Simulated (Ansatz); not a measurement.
`F[SiH]1CB1[SiH3]` + `NB(F)F` → `FB(F)N[SiH3]` + `F[SiH]1BC1`  (cleavage of the Si–B bond)

Program: Ansatz. Geometries: PBE0-D4/def2-TZVP. ΔE: electronic, gas phase. CBS: MP2 limit from def2 TZ/QZ plus the TZ coupled-cluster correction, frozen cores. DFT in def2-TZVPP. B3LYP here is the variant with VWN-RPA as its local correlation; programs differ in this. One conformer a species, not always the lowest.

Question: Is it downhill or uphill in electronic energy at CCSD(T)/CBS, and by how much? (Estimate.)

Answer: Ansatz gave: Downhill: ΔE = -6.0 kcal/mol.

Question: What do these levels give: B3LYP-D4, r2SCAN, SCS-MP2/def2-TZVPP, HF/CBS(def2), MP2/CBS(def2), CCSD/CBS(def2)? (Best estimate.)

Answer: The calculation gave: B3LYP-D4 -5.5, r2SCAN -4.7, SCS-MP2/def2-TZVPP -7.1, HF/CBS(def2) -11.2, MP2/CBS(def2) -6.4, CCSD/CBS(def2) -6.8 kcal/mol.

Largest T1 diagnostic among the species: 0.014.

From PBE to PBE0 (25 % exact exchange), in def2-TZVPP and without D4, ΔE moves by −1.5 kcal/mol. In def2-TZVPP, CCSD(T) changes the Hartree–Fock value by +5.3 kcal/mol (the triples alone add +0.9 kcal/mol) and MP2 by +4.8 kcal/mol.
